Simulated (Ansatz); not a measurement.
Ansatz (an electronic-structure program) input (HF/6-31G*):

Ansatz 0.2 input:
```yaml
crystal:
  periodic: [false, false, false]
  atoms:
    - {symbol: C, position_ang: [2.52985981, -0.31275345, -0.09711686]}
    - {symbol: C, position_ang: [1.30990584, -0.82614606, -0.01050498]}
    - {symbol: B, position_ang: [0.01998296, 0.06186128, 0.08078662]}
    - {symbol: O, position_ang: [0.17742069, 1.41102084, 0.03736002]}
    - {symbol: C, position_ang: [-1.41456910, -0.58884649, 0.20689365]}
    - {symbol: C, position_ang: [-2.53665042, 0.00435211, -0.17677928]}
    - {symbol: H, position_ang: [3.41375677, -0.92573881, -0.16145737]}
    - {symbol: H, position_ang: [2.68879273, 0.75130664, -0.10723033]}
    - {symbol: H, position_ang: [1.21355026, -1.90236790, -0.00499225]}
    - {symbol: H, position_ang: [-0.62526418, 1.89485008, 0.16512155]}
    - {symbol: H, position_ang: [-1.49301274, -1.59936332, 0.58118828]}
    - {symbol: H, position_ang: [-3.49903863, -0.47510990, -0.11681697]}
    - {symbol: H, position_ang: [-2.54934136, 0.99931323, -0.59358142]}
basis:
  gaussian:
    orbitals: 6-31G*
hamiltonian:
  xc: {name: HF}
phonons: {temperatures: {t_min: 298.15, t_max: 298.15, t_step: 100}}
```

Output:

```
Functional definition: HF
integrals: 0.05 GiB planned
1197 factors; integrals over basis functions are off by at most 4.4e-4 eV
mean field: 0.31 GiB planned
mean field evaluation 1: about -6938.1789 eV, gradient 3.9e1 eV
mean field evaluation 2: about -6938.2687 eV, gradient 3.9e1 eV
mean field evaluation 4: about -6941.8794 eV, gradient 4.4e0 eV
mean field evaluation 8: about -6941.9309 eV, gradient 8.5e-5 eV
mean field -6941.93090720 eV, -255.1112554298 hartree, gradient 1.3e-5 eV, S^2 0.000000; 0 other end points of the search recorded, 0 dependent functions left out
the calculation of the forces begins
reference -6941.93090720 eV, -255.1112554298 hartree; 22, 22 occupied and 82, 82 virtual orbitals, 1197 factors
these checks for a lower state are left out or cut short: stability, starts, cluster_reference, orbital_swaps, neighbouring_geometries, increment
integrals: 0.05 GiB planned
1197 factors; integrals over basis functions are off by at most 4.4e-4 eV
mean field: 0.31 GiB planned
mean field evaluation 16: about -6941.9306 eV, gradient 2.9e-6 eV
mean field -6941.93062348 eV, -255.1112450034 hartree, gradient 5.9e-6 eV, S^2 0.000000; 0 other end points of the search recorded, 0 dependent functions left out
the calculation of the forces begins
reference -6941.93062348 eV, -255.1112450034 hartree; 22, 22 occupied and 82, 82 virtual orbitals, 1197 factors
these checks for a lower state are left out or cut short: stability, starts, cluster_reference, orbital_swaps, neighbouring_geometries, increment
integrals: 0.05 GiB planned
1197 factors; integrals over basis functions are off by at most 4.4e-4 eV
mean field: 0.31 GiB planned
mean field -6941.93062452 eV, -255.1112450415 hartree, gradient 6.0e-6 eV, S^2 0.000000; 0 other end points of the search recorded, 0 dependent functions left out
the calculation of the forces begins
reference -6941.93062452 eV, -255.1112450415 hartree; 22, 22 occupied and 82, 82 virtual orbitals, 1197 factors
these checks for a lower state are left out or cut short: stability, starts, cluster_reference, orbital_swaps, neighbouring_geometries, increment
integrals: 0.05 GiB planned
1197 factors; integrals over basis functions are off by at most 4.3e-4 eV
mean field: 0.31 GiB planned
mean field -6941.93067920 eV, -255.1112470511 hartree, gradient 2.6e-6 eV, S^2 0.000000; 0 other end points of the search recorded, 0 dependent functions left out
the calculation of the forces begins
reference -6941.93067920 eV, -255.1112470511 hartree; 22, 22 occupied and 82, 82 virtual orbitals, 1197 factors
these checks for a lower state are left out or cut short: stability, starts, cluster_reference, orbital_swaps, neighbouring_geometries, increment
integrals: 0.05 GiB planned
1197 factors; integrals over basis functions are off by at most 4.4e-4 eV
mean field: 0.31 GiB planned
mean field evaluation 32: about -6941.9307 eV, gradient 6.0e-5 eV
mean field -6941.93067364 eV, -255.1112468467 hartree, gradient 2.6e-6 eV, S^2 0.000000; 0 other end points of the search recorded, 0 dependent functions left out
the calculation of the forces begins
reference -6941.93067364 eV, -255.1112468467 hartree; 22, 22 occupied and 82, 82 virtual orbitals, 1197 factors
these checks for a lower state are left out or cut short: stability, starts, cluster_reference, orbital_swaps, neighbouring_geometries, increment
integrals: 0.05 GiB planned
1197 factors; integrals over basis functions are off by at most 4.4e-4 eV
mean field: 0.31 GiB planned
mean field -6941.93085687 eV, -255.1112535801 hartree, gradient 2.9e-6 eV, S^2 0.000000; 0 other end points of the search recorded, 0 dependent functions left out
the calculation of the forces begins
reference -6941.93085687 eV, -255.1112535801 hartree; 22, 22 occupied and 82, 82 virtual orbitals, 1197 factors
these checks for a lower state are left out or cut short: stability, starts, cluster_reference, orbital_swaps, neighbouring_geometries, increment
integrals: 0.05 GiB planned
1197 factors; integrals over basis functions are off by at most 4.4e-4 eV
mean field: 0.31 GiB planned
mean field -6941.93086318 eV, -255.1112538122 hartree, gradient 1.6e-6 eV, S^2 0.000000; 0 other end points of the search recorded, 0 dependent functions left out
the calculation of the forces begins
reference -6941.93086318 eV, -255.1112538122 hartree; 22, 22 occupied and 82, 82 virtual orbitals, 1197 factors
these checks for a lower state are left out or cut short: stability, starts, cluster_reference, orbital_swaps, neighbouring_geometries, increment
integrals: 0.05 GiB planned
1197 factors; integrals over basis functions are off by at most 4.4e-4 eV
mean field: 0.31 GiB planned
mean field -6941.93064958 eV, -255.1112459626 hartree, gradient 4.4e-6 eV, S^2 0.000000; 0 other end points of the search recorded, 0 dependent functions left out
[...]
1197 factors; integrals over basis functions are off by at most 4.4e-4 eV
mean field: 0.31 GiB planned
mean field -6941.93080629 eV, -255.1112517215 hartree, gradient 1.5e-6 eV, S^2 0.000000; 0 other end points of the search recorded, 0 dependent functions left out
the calculation of the forces begins
reference -6941.93080629 eV, -255.1112517215 hartree; 22, 22 occupied and 82, 82 virtual orbitals, 1197 factors
these checks for a lower state are left out or cut short: stability, starts, cluster_reference, orbital_swaps, neighbouring_geometries, increment
integrals: 0.05 GiB planned
1197 factors; integrals over basis functions are off by at most 4.4e-4 eV
mean field: 0.31 GiB planned
mean field evaluation 416: about -6941.9308 eV, gradient 2.0e-5 eV
mean field -6941.93080846 eV, -255.1112518011 hartree, gradient 1.5e-6 eV, S^2 0.000000; 0 other end points of the search recorded, 0 dependent functions left out
the calculation of the forces begins
reference -6941.93080846 eV, -255.1112518011 hartree; 22, 22 occupied and 82, 82 virtual orbitals, 1197 factors
these checks for a lower state are left out or cut short: stability, starts, cluster_reference, orbital_swaps, neighbouring_geometries, increment
integrals: 0.05 GiB planned
1197 factors; integrals over basis functions are off by at most 4.4e-4 eV
mean field: 0.31 GiB planned
mean field -6941.93086934 eV, -255.1112540384 hartree, gradient 2.5e-6 eV, S^2 0.000000; 0 other end points of the search recorded, 0 dependent functions left out
the calculation of the forces begins
reference -6941.93086934 eV, -255.1112540384 hartree; 22, 22 occupied and 82, 82 virtual orbitals, 1197 factors
these checks for a lower state are left out or cut short: stability, starts, cluster_reference, orbital_swaps, neighbouring_geometries, increment
integrals: 0.05 GiB planned
1197 factors; integrals over basis functions are off by at most 4.4e-4 eV
mean field: 0.31 GiB planned
mean field -6941.93086761 eV, -255.1112539749 hartree, gradient 2.5e-6 eV, S^2 0.000000; 0 other end points of the search recorded, 0 dependent functions left out
the calculation of the forces begins
reference -6941.93086761 eV, -255.1112539749 hartree; 22, 22 occupied and 82, 82 virtual orbitals, 1197 factors
these checks for a lower state are left out or cut short: stability, starts, cluster_reference, orbital_swaps, neighbouring_geometries, increment
integrals: 0.05 GiB planned
1197 factors; integrals over basis functions are off by at most 4.4e-4 eV
mean field: 0.31 GiB planned
mean field -6941.93089427 eV, -255.1112549548 hartree, gradient 1.8e-6 eV, S^2 0.000000; 0 other end points of the search recorded, 0 dependent functions left out
the calculation of the forces begins
reference -6941.93089427 eV, -255.1112549548 hartree; 22, 22 occupied and 82, 82 virtual orbitals, 1197 factors
these checks for a lower state are left out or cut short: stability, starts, cluster_reference, orbital_swaps, neighbouring_geometries, increment
integrals: 0.05 GiB planned
1197 factors; integrals over basis functions are off by at most 4.4e-4 eV
mean field: 0.31 GiB planned
mean field -6941.93089850 eV, -255.1112551101 hartree, gradient 1.8e-6 eV, S^2 0.000000; 0 other end points of the search recorded, 0 dependent functions left out
the calculation of the forces begins
reference -6941.93089850 eV, -255.1112551101 hartree; 22, 22 occupied and 82, 82 virtual orbitals, 1197 factors
these checks for a lower state are left out or cut short: stability, starts, cluster_reference, orbital_swaps, neighbouring_geometries, increment
integrals: 0.05 GiB planned
1197 factors; integrals over basis functions are off by at most 4.4e-4 eV
mean field: 0.31 GiB planned
mean field evaluation 448: about -6941.9309 eV, gradient 8.0e-7 eV
mean field -6941.93088523 eV, -255.1112546224 hartree, gradient 8.1e-7 eV, S^2 0.000000; 0 other end points of the search recorded, 0 dependent functions left out
the calculation of the forces begins
reference -6941.93088523 eV, -255.1112546224 hartree; 22, 22 occupied and 82, 82 virtual orbitals, 1197 factors
these checks for a lower state are left out or cut short: stability, starts, cluster_reference, orbital_swaps, neighbouring_geometries, increment
integrals: 0.05 GiB planned
1197 factors; integrals over basis functions are off by at most 4.4e-4 eV
mean field: 0.31 GiB planned
mean field -6941.93088915 eV, -255.1112547663 hartree, gradient 8.1e-7 eV, S^2 0.000000; 0 other end points of the search recorded, 0 dependent functions left out
the calculation of the forces begins
reference -6941.93088915 eV, -255.1112547663 hartree; 22, 22 occupied and 82, 82 virtual orbitals, 1197 factors
these checks for a lower state are left out or cut short: stability, starts, cluster_reference, orbital_swaps, neighbouring_geometries, increment
integrals: 0.05 GiB planned
1197 factors; integrals over basis functions are off by at most 4.4e-4 eV
mean field: 0.31 GiB planned
mean field -6941.93080941 eV, -255.1112518361 hartree, gradient 1.6e-6 eV, S^2 0.000000; 0 other end points of the search recorded, 0 dependent functions left out
the calculation of the forces begins
reference -6941.93080941 eV, -255.1112518361 hartree; 22, 22 occupied and 82, 82 virtual orbitals, 1197 factors
these checks for a lower state are left out or cut short: stability, starts, cluster_reference, orbital_swaps, neighbouring_geometries, increment
integrals: 0.05 GiB planned
1197 factors; integrals over basis functions are off by at most 4.4e-4 eV
mean field: 0.31 GiB planned
mean field -6941.93079926 eV, -255.1112514632 hartree, gradient 1.6e-6 eV, S^2 0.000000; 0 other end points of the search recorded, 0 dependent functions left out
the calculation of the forces begins
reference -6941.93079926 eV, -255.1112514632 hartree; 22, 22 occupied and 82, 82 virtual orbitals, 1197 factors
these checks for a lower state are left out or cut short: stability, starts, cluster_reference, orbital_swaps, neighbouring_geometries, increment
integrals: 0.05 GiB planned
1197 factors; integrals over basis functions are off by at most 4.4e-4 eV
mean field: 0.31 GiB planned
mean field -6941.93087736 eV, -255.1112543333 hartree, gradient 2.7e-6 eV, S^2 0.000000; 0 other end points of the search recorded, 0 dependent functions left out
the calculation of the forces begins
reference -6941.93087736 eV, -255.1112543333 hartree; 22, 22 occupied and 82, 82 virtual orbitals, 1197 factors
these checks for a lower state are left out or cut short: stability, starts, cluster_reference, orbital_swaps, neighbouring_geometries, increment
integrals: 0.05 GiB planned
1197 factors; integrals over basis functions are off by at most 4.4e-4 eV
mean field: 0.31 GiB planned
mean field -6941.93088629 eV, -255.1112546614 hartree, gradient 2.7e-6 eV, S^2 0.000000; 0 other end points of the search recorded, 0 dependent functions left out
the calculation of the forces begins
reference -6941.93088629 eV, -255.1112546614 hartree; 22, 22 occupied and 82, 82 virtual orbitals, 1197 factors
Total energy: -6941.93090720 eV, -255.1112554298 hartree
Atom 0 at     2.529860    -0.312753    -0.097117 Å, force    -0.000375     0.001355    -0.001263 eV/Å
Atom 1 at     1.309906    -0.826146    -0.010505 Å, force    -0.000754    -0.001295     0.000576 eV/Å
Atom 2 at     0.019983     0.061861     0.080787 Å, force     0.000694     0.002222    -0.000646 eV/Å
Atom 3 at     0.177421     1.411021     0.037360 Å, force    -0.001386    -0.002176     0.000205 eV/Å
Atom 4 at    -1.414569    -0.588846     0.206894 Å, force     0.001667    -0.001296     0.000843 eV/Å
Atom 5 at    -2.536650     0.004352    -0.176779 Å, force    -0.000019    -0.000362     0.002134 eV/Å
Atom 6 at     3.413757    -0.925739    -0.161457 Å, force    -0.000204    -0.000290     0.000449 eV/Å
Atom 7 at     2.688793     0.751307    -0.107230 Å, force     0.000627    -0.000094     0.000273 eV/Å
Atom 8 at     1.213550    -1.902368    -0.004992 Å, force     0.000802    -0.000185    -0.000015 eV/Å
Atom 9 at    -0.625264     1.894850     0.165122 Å, force     0.000428     0.001094     0.000065 eV/Å
Atom 10 at    -1.493013    -1.599363     0.581188 Å, force    -0.000414    -0.001175     0.000021 eV/Å
Atom 11 at    -3.499039    -0.475110    -0.116817 Å, force    -0.000283     0.000338    -0.000840 eV/Å
Atom 12 at    -2.549341     0.999313    -0.593581 Å, force    -0.000782     0.001864    -0.001803 eV/Å
Dipole moment:    -0.276752     0.017799     0.038199 e Å
Vibrations: 62.81 100.78 189.73 282.51 371.87 438.53 537.76 589.78 619.14 772.11 822.84 1019.06 1113.77 1119.20 1125.85 1140.46 1153.50 1159.89 1267.04 1433.87 1438.50 1458.55 1581.00 1597.23 1828.50 1833.31 3297.98 3302.65 3312.27 3326.58 3383.47 3404.72 4135.66 cm⁻¹, zero-point energy 3.051306 eV
```

The blocks after the first are displaced geometries, from whose forces the wavenumbers follow.
